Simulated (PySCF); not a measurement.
Species: C4H4F3 (doublet state).
Z-matrix (Å and degrees, GFN2-xTB geometry), rows numbered from 1:
```
C 
C   1  1.2900
C   2  1.4581  1  143.25
C   3  1.5318  2  112.71  1    -0.57
F   4  1.3390  3  112.52  2   -60.11
F   4  1.3442  3  111.46  2  -179.71
F   4  1.3389  3  112.64  2    60.59
H   1  1.0797  2  121.97  3   179.77
H   1  1.0926  2  124.11  3    -0.43
H   3  1.0942  2  110.52  1  -120.20
H   3  1.0941  2  110.59  1   119.40
```

The hyperfine couplings belong to this conformer and change with its torsions.

Identity: `C=[C]CC(F)(F)F` [radical].

Method: UKS B3LYP, pcH-1 on C F H, non-relativistic, mean-field spin-orbit, GIAO in PySCF 2.14.0. The structure is a single GFN2-xTB conformer in the gas phase; no vibrational or solvent corrections. The geometry wasn't refined by DFT: couplings that depend on bond lengths, twists or pyramidal angles can differ widely from those at the functional's own minimum. Stability of the SCF solution: not tested.

Task: Give the principal g shifts and their parts.

Result: 
```tsv
Δg (ppm)	1	2	3
relativistic mass correction	-158	-158	-158
gauge correction	35	8	8
orbital Zeeman/spin–orbit	-466	-42	783
total	-589	-192	632
```

So g = 2.00173, 2.00213, 2.00295 and g_iso = 2.00227; the tensor is rhombic: the two nearest values differ by 33 % of g3 − g1. Axes: g1 points within 13° of the C2–C3 bond and g2 points within 10° of the C1–H9 bond.

Task: What are the electron Larmor frequencies g μB B/h along the three axes at 1200 mT?

Result: 33.6200, 33.6267, 33.6406 GHz for g1, g2 and g3, a range of 20.5 MHz.

Task: Average each term over the three axes. Which is largest in size?

Result: The mass correction -158, the orbital-Zeeman/spin–orbit term 92 and the gauge correction 17 ppm, for a total of -50 ppm. The mass correction is the largest in size. The mass correction is the same along every axis, so the anisotropy comes from the other two: their spans along these axes are 27 (gauge) and 1249 ppm (orbital Zeeman/spin–orbit).

Task: In a frozen sample, at which fields do the three g values resonate at 9.5, 34, 94 and 263 GHz (hyperfine left aside), and which band first spreads them over more than twice a line width of 1.0 mT?

Result: 
```
band    GHz  B(g3) mT  B(g2) mT  B(g1) mT  spread mT
   X    9.5    338.88    339.02    339.08       0.21
   Q   34.0   1212.82   1213.32   1213.56       0.74
   W   94.0   3353.09   3354.48   3355.14       2.05
   J  263.0   9381.53   9385.40   9387.26       5.73
```

The spread grows in proportion to the frequency. W band is the first where it exceeds 2.0 mT.

The Mulliken spin populations are largest on C2 (+1.00), C1 (-0.17) and H9 (+0.09). No atom but C2 exceeds +0.15. The positive populations add up to 1.22 and the negative ones to -0.22, together 2S = 1.

The HOMO–LUMO gaps are 6.48 eV among the α and 5.31 eV among the β orbitals.
